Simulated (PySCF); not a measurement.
**What the settings do**

Molecule: `C1=CC(C(=C(F)F)F)=C[CH-]1`, [C$_{7}$H$_{4}$F$_{3}$]-; geometry GFN2-xTB.

Geometry (Å), atoms numbered from 1 in this order:
```xyz
14

F     3.7928   -0.5111   -0.0987
C     2.4413   -0.7023   -0.0773
F     2.1906   -2.0325   -0.1125
C     1.5204    0.2805   -0.0273
F     2.0762    1.5398   -0.0003
C     0.1123    0.2071    0.0008
C    -0.6914   -0.9616   -0.0173
C    -2.0087   -0.5692    0.0256
C    -2.0567    0.8395    0.0708
C    -0.7682    1.3180    0.0557
H    -0.3213   -1.9720   -0.0579
H    -2.8692   -1.2237    0.0253
H    -2.9574    1.4358    0.1105
H    -0.4615    2.3512    0.0805
```

Total charge -1.

All runs: PySCF, non-relativistic, gas phase unless a solvent (IEF-PCM) is named; grid level 2, GIAOs and SCF threshold 1e-9 unless changed. The yardstick, PBE0/pcSseg-1, gives these isotropic shieldings σ (ppm, equivalent atoms averaged): C2 14.4, C4 39.8, C9 80.1, C10 81.0, C6 84.1, H11 25.84, H12 26.00.

Q: What do these inputs give? (1) PBE0/6-31G; (2) PW91/pcSseg-1; aux def2-qzvpp-jkfit; (3) revPBE/6-311G**; grid level 1; guess sap

A: 
```
run    outcome  functions  wall time    C2    C4     C9    C10     C6    H11    H12
  1  converged         98       11 s  42.0  62.2  100.5  101.5  104.7  27.46  27.75
  2  converged        190       66 s   6.1  35.5   76.5   78.8   77.1  25.95  26.02
  3  converged        204       74 s  18.2  45.7   85.1   87.4   85.1  26.42  26.52
```

Times are on shared hosts with different chips, so compare them loosely.

Q: Comment on the technical settings.

A: 
- Run 2: The functional differs from the yardstick's, which in itself moves the values. The other auxiliary basis adds little: it changes only the density-fitting error.
- Run 3: The functional and orbital basis differ from the yardstick's, which in itself moves the values. Grid level 1 is coarse; it adds numerical noise and can break the equality of equivalent atoms. The starting guess changes the path of the SCF (20 cycles), not the solution, provided the same state is reached.
